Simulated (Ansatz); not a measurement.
C$_{2}$H$_{5}$ (SMILES [CH2]C), doublet, at a GFN2-xTB geometry, atoms displaced at random by about 0.03 Å a coordinate; Ansatz (an electronic-structure program) with PBE/def2-SVP, gradient.

The Ansatz input:
Ansatz 0.2 input:
```yaml
crystal:
  periodic: [false, false, false]
  atoms:
    - {symbol: C, position_ang: [0.00364820, -0.63105052, -0.06033118]}
    - {symbol: C, position_ang: [0.03959057, 0.81386974, 0.04362419]}
    - {symbol: H, position_ang: [0.93956354, -1.07144253, -0.03234355]}
    - {symbol: H, position_ang: [-0.47724149, -1.04811005, 0.85395268]}
    - {symbol: H, position_ang: [-0.55043937, -1.09307618, -0.88485185]}
    - {symbol: H, position_ang: [0.14565498, 1.27264040, 0.94206659]}
    - {symbol: H, position_ang: [0.11867922, 1.34178100, -0.86524973]}
basis:
  gaussian:
    orbitals: def2-SVP
hamiltonian:
  xc: pbe
magnetization: {spin_polarized: true, initial_magnetization: 1}
output: {forces: true}
```

The log (banner, timings and long lists left out):

```
Functional definition: PBE
606 factors; their error is unknown
mean field evaluation 1: about -2141.6784 eV, gradient 3.6e1 eV
mean field evaluation 2: about -2135.2492 eV, gradient 4.9e1 eV
mean field evaluation 4: about -2148.6374 eV, gradient 7.3e-1 eV
mean field evaluation 8: about -2148.6159 eV, gradient 2.1e-2 eV
mean field -2148.61586729 eV, -78.9601767389 hartree, gradient 1.3e-5 eV, S^2 0.752985; 0 other end points of the search recorded, 0 dependent functions left out
the calculation of the forces begins
reference -2148.61589208 eV, -78.9601776496 hartree; 9, 8 occupied and 44, 45 virtual orbitals, 606 factors
Total energy: -2148.61589208 eV, -78.9601776496 hartree
Atom 0 at     0.003648    -0.631051    -0.060331 Å, force    -2.822739    -0.266564     1.332401 eV/Å
Atom 1 at     0.039591     0.813870     0.043624 Å, force    -0.489679    -1.623169    -2.443108 eV/Å
Atom 2 at     0.939564    -1.071443    -0.032344 Å, force     3.000549    -1.308005    -0.154108 eV/Å
Atom 3 at    -0.477241    -1.048110     0.853953 Å, force    -0.060294    -0.114438     0.055663 eV/Å
Atom 4 at    -0.550439    -1.093076    -0.884852 Å, force    -0.151658     0.193396    -0.643918 eV/Å
Atom 5 at     0.145655     1.272640     0.942067 Å, force     0.396186     1.785284     3.197553 eV/Å
Atom 6 at     0.118679     1.341781    -0.865250 Å, force     0.127635     1.333495    -1.344483 eV/Å
Dipole moment:     0.035533    -0.070055     0.007675 e Å
```
